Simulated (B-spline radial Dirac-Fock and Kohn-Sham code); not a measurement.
Auger parameter of cobalt: the K level and its strongest K-LL line

Model: Dirac-Fock ΔSCF + Breit + QED. Program: an atomic code on a B-spline grid. The modified Auger parameter α′ is the binding energy plus the kinetic energy of the Auger electron; it does not depend on the energy zero. For free ions it tends to fall with charge, since less charge screens the final holes.

```
            species  configuration  binding 1s (eV)  Auger line  kinetic (eV)  α′ (eV)
                 Co   [Ar] 3d7 4s2           7722.5    L2L3 J=2        6053.2  13775.7
                 Co   [Ar] 3d8 4s1           7715.5    L2L3 J=2        6064.3  13779.8
                Co⁺       [Ar] 3d8           7724.9    L2L3 J=2        6053.1  13778.0
 Co⁺ (Watson 2.2 Å)       [Ar] 3d8           7718.4    L2L3 J=2        6059.7  13778.0
               Co²⁺       [Ar] 3d7           7743.8    L2L3 J=2        6028.7  13772.5
               Co²⁺   [Ar] 3d5 4s2           7763.4    L2L3 J=2        6000.7  13764.1
Co²⁺ (Watson 2.2 Å)       [Ar] 3d7           7730.7    L2L3 J=2        6041.8  13772.5
               Co³⁺       [Ar] 3d6           7766.2    L2L3 J=2        6001.1  13767.3
               Co³⁺   [Ar] 3d4 4s2           7788.8    L2L3 J=2        5970.0  13758.8
               Co³⁺   [Ar] 3d5 4s1           7776.8    L2L3 J=2        5986.1  13762.9
Co³⁺ (Watson 2.4 Å)       [Ar] 3d6           7748.2    L2L3 J=2        6019.1  13767.3
               Co⁴⁺       [Ar] 3d5           7791.6    L2L3 J=2        5970.6  13762.2
               Co⁵⁺       [Ar] 3d4           7820.0    L2L3 J=2        5937.4  13757.3
Co⁵⁺ (Watson 2.7 Å)       [Ar] 3d4           7793.3    L2L3 J=2        5964.0  13757.3
               Co⁶⁺       [Ar] 3d3           7851.1    L2L3 J=2        5901.6  13752.6
               Co⁷⁺       [Ar] 3d2           7884.8    L2L3 J=2        5863.4  13748.2
```

Values without a named source are computed, but for edge energies of neutral atoms, which are taken from tables.
